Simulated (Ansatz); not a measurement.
Relaxation of a periodic cell of 19 atoms, MgC$_{18}$ (surface graphene monolayer, adsorbate Mg), to a largest force component of 0.03 eV/Å in at most 60 steps.

Level of theory: Ansatz, DFT PBE-D3(BJ), scalar-relativistic, plane waves, PAW. Settings: cutoff 420 eV, k mesh 2x2x1, fermi-dirac smearing 0.05 eV, no spin polarisation.

```xyz
19
Lattice="7.3980 0.0000 0.0000 -3.6990 6.4069 0.0000 0.0000 0.0000 11.0000" Properties=species:S:1:pos:R:3:forces:R:3
C 0.000 0.000 1.000 -0.34 0.07 -0.04
C 1.233 0.712 1.000 -0.16 0.48 -0.23
C -1.233 2.136 1.000 -0.03 -0.02 -0.02
C 0.000 2.847 1.000 0.00 0.00 -0.01
C -2.466 4.271 1.000 -0.12 -0.34 -0.05
C -1.233 4.983 1.000 0.36 -0.38 -0.27
C 2.466 0.000 1.000 0.55 0.33 -0.53
C 3.699 0.712 1.000 0.34 0.19 0.01
C 1.233 2.136 1.000 0.03 0.34 0.02
C 2.466 2.847 1.000 -0.02 0.02 -0.01
C 0.000 4.271 1.000 0.31 -0.15 0.02
C 1.233 4.983 1.000 0.00 -0.03 -0.01
C 4.932 0.000 1.000 0.02 0.01 -0.01
C 6.165 0.712 1.000 -0.20 0.15 0.03
C 3.699 2.136 1.000 0.01 0.01 -0.01
C 4.932 2.847 1.000 0.03 -0.25 0.03
C 2.466 4.271 1.000 -0.17 -0.10 0.03
C 3.699 4.983 1.000 -0.27 -0.15 -0.03
Mg -2.185 5.838 2.940 -0.35 -0.18 1.08
```

Where does it end, and by what steps?

The forces met the threshold. The force dipped under the threshold on the way, but the program's further checks kept it going. Limits of this set-up: coarse k mesh, slab without dipole correction. After 10 steps the energy has fallen by 0.622 eV; Mg19 moved furthest, 1.28 Å. Parted: C2–Mg19, C6–Mg19, C7–Mg19.

```csv
step,energy less start (eV),largest force component (eV/Å),accepted
0,0.0000,1.083,yes
1,-0.0783,0.706,yes
2,-0.1553,0.321,yes
3,-0.2185,0.367,yes
4,-0.3851,1.309,yes
5,-0.5078,0.458,yes
6,-0.5624,0.368,yes
7,-0.6102,0.117,yes
8,-0.6188,0.057,yes
9,-0.6221,0.015,yes
10,-0.6224,0.010,yes
```

```xyz
19
Lattice="7.3980 0.0000 0.0000 -3.6990 6.4069 0.0000 0.0000 0.0000 11.0000" Properties=species:S:1:pos:R:3
C 0.014 0.002 0.927
C 1.242 0.712 0.926
C -1.228 2.138 0.932
C 0.014 2.855 0.932
C -2.456 4.281 0.927
C -1.228 4.990 0.926
C 2.471 0.002 0.925
C 3.714 0.720 0.929
C 1.243 2.146 0.930
C 2.471 2.855 0.932
C 0.015 4.273 0.930
C 1.243 4.982 0.932
C 4.942 0.010 0.932
C 6.169 0.720 0.931
C 3.713 2.138 0.932
C 4.942 2.846 0.931
C 2.470 4.273 0.931
C 3.713 4.990 0.928
Mg -2.358 5.750 4.209
```

Run time: 3 min on 1 thread of AMD EPYC (Zen 3), with other jobs on the host, peak memory 0.63 GiB.
